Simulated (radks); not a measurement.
Q: Radial electron density D(r) = 4 pi r^2 rho(r) of an atom or ion with 34 electrons. Calculated with a radial shooting solver on a logarithmic mesh with Libxc functionals: Dirac Kohn-Sham, PBE, spin-unpolarised, spherical densities, finite nucleus; Fermi nuclear charge, rms radius of each element as measured or else 0.836 A^(1/3) + 0.57 fm.

```
   r/bohr * D(r) (the largest magnitude, 54.9, reaches the edge; | marks zero)
 0.003883 |     *
 0.005016 |        *
 0.006531 |            *
 0.008505 |                  *
  0.01107 |                         *
  0.01431 |                                 *
  0.01863 |                                        *
  0.02426 |                                             *
  0.03133 |                                             *
   0.0408 |                                          *
  0.05312 |                                      *
  0.06862 |                                       *
  0.08936 |                                              *
   0.1164 |                                                      *
   0.1515 |                                                   *
   0.1957 |                                       *
   0.2548 |                               *
   0.3318 |                                   *
   0.4286 |                                      *
   0.5582 |                             *
   0.7268 |               *
   0.9388 |       *
    1.222 |     *
    1.592 |   *
    2.073 | *
    2.677 |*
    3.486 *
     4.54 *
```

What is the nuclear charge?

A: Z = 37. The innermost maximum, from 1s, lies near gamma/Z bohr with gamma = sqrt(1 - (Z/c)^2) = 0.963, here 0.026 bohr (found: 0.0282), and its height grows with Z. The density is that of the rubidium ion Rb3+ in [Ar] 3d10 4s2 4p4; the configuration itself is not fixed sharply by these data, and Z only to a few units. D(r) has 3 maxima, at r = 0.0282, 0.126, 0.412 bohr, and minima at 0.0585, 0.263 bohr, inside which lie 2.08, 11.05 electrons.
